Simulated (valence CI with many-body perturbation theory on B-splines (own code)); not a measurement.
Results of a calculation; reference values are marked as such.
# Sensitivity of CI+MBPT for Cd XLII

Level of theory: relativistic CI+MBPT: five valence electrons over a frozen Dirac-Fock core [He], radial functions for each j: 6 s, 6 p, 5 d, 3 f, 1 g, with the one-electron correlation potential Σ1, the two-electron term Σ2, the three-electron term Σ3, Breit, model QED; selected CI, second order for the rest, scaled by the run's own slope (own B-spline code, finite nucleus).

The last digits are not significant, and no measured levels were compared; by estimate large intervals hold to a few tenths of a per cent, small ones and those within an open d or f shell to about a per cent. Among the levels kept, up to 1900 cm⁻¹ of a level comes from second order outside the variational space, and about a tenth of that is noise between levels of different J, which matters for small intervals.

The reference run has the lowest level (2s^2 2p1/2^2 2p3/2) J=3/2 and an ionisation energy of 6462.62 eV. Its largest variational space holds 10000 state functions.

Levels are named by their leading jj configuration (3d3/2^4 stands for four electrons in 3d with j = 3/2), which in mixed levels can hold well under half, so a name can repeat and another be missing. Letters in brackets count levels of one name in rising energy.

Changed runs:
A. orbitals per symmetry with explicit Σ2 and valence Breit (the others get mean screening factors) 5 → 7; factor on the speed of light 1 → 10; QED terms on → off
B. Breit term on → off
C. highest l with Σ1, explicit Σ2 and valence Breit (higher l get mean screening factors) 3 → 0
D. start configuration 2s2 2p3 → 2s2 3p3 (bad on purpose)

Excitation energies of the reference run in cm⁻¹, and shifts in cm⁻¹:

```
                       Level  Reference       B       C
  (2s^2 2p1/2 2p3/2^2) J=3/2    1499200  +25876   -8530
  (2s^2 2p1/2 2p3/2^2) J=5/2    1645780  +46617  +11683
  (2s^2 2p1/2 2p3/2^2) J=1/2    1854580  +21550  -13994
  (2s 2p1/2^2 2p3/2^2) J=5/2    2995000   +9046   -1193
        (2s^2 2p3/2^3) J=3/2    3361600  +55904  -14098
  (2s 2p1/2^2 2p3/2^2) J=1/2    3461110   -9687  -20984
  (2s 2p1/2^2 2p3/2^2) J=3/2    3472690   +3307   -7070
(2s 2p1/2 2p3/2^3) J=3/2 [a]    4651050  +23952  -19822
    (2s 2p1/2 2p3/2^3) J=5/2    4880670  +43681    -565
    (2s 2p1/2 2p3/2^3) J=1/2    5119630  +23631  -20153
(2s 2p1/2 2p3/2^3) J=3/2 [b]    5214850  +35761   -7195
          (2s 2p3/2^4) J=1/2    6763750  +49746  -28374
      Ionisation energy (eV)    6462.62   +3.70   +1.67
```

Run A ends with another lowest level, (2s^2 2p1/2 2p3/2^2) J=3/2, and an ionisation energy of 6459.98 eV.

Run D: It gave no result: the start configuration must fill the lowest shells above the core. The program said: "3p is not the lowest shell of its kind above the core".
